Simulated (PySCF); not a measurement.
AlH₃, charge +1, multiplicity 2. Atoms are numbered in the order given.

```xyz
4

Al     0.0000     0.0000     0.0809
H      0.0000     0.8804    -1.3384
H      0.0000    -0.8804    -1.3384
H      0.0000     0.0000     1.6250
```
Charge +1, spin multiplicity 2.

The structure is a stationary point at ωB97X-D3(BJ)/def2-TZVPD.

All values below come from CAM-B3LYP/def2-TZVPD run with PySCF.

Mulliken values depend strongly on the basis, most of all with diffuse functions as here. Atomic charges (e):

```tsv
atom	Mulliken	meta-Löwdin	Mulliken spin
Al1	0.52	0.83	0.22
H2	0.17	0.09	0.39
H3	0.17	0.09	0.39
H4	0.14	-0.01	-0.01
```
